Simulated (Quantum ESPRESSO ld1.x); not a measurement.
Er47+, configuration [Ar] 3d3. Calculated with ld1.x of Quantum ESPRESSO 7.5: scalar-relativistic Kohn-Sham, revPBE, spin-unpolarised, spherical densities, point nucleus.

Normalised radial functions P(r) = r R(r), r in bohr:

```
   r/bohr * 4p (the largest magnitude, 1.86, reaches the edge; | marks zero)
0.0009382                             *
 0.001334                             *
 0.001897                             *
 0.002719                             *
 0.003866                             |*
 0.005541                             |*
 0.007879                             | *
  0.01129                             |   *
  0.01606                             |     *
  0.02283                             |        *
  0.03273                             |           *
  0.04654                             |           *
   0.0667                             |       *
  0.09485                         *   |
   0.1359             *               |
   0.1933                *            |
   0.2749                             |        *
    0.394                             |                          *
   0.5602                             |                 *
   0.8029                             |   *
    1.142                             *
```

4p (empty): eigenvalue -2248.3 eV, 2 radial nodes at r = 0.0859, 0.243 bohr, <r> = 0.412 bohr, 90 % of the charge inside 0.585 bohr.
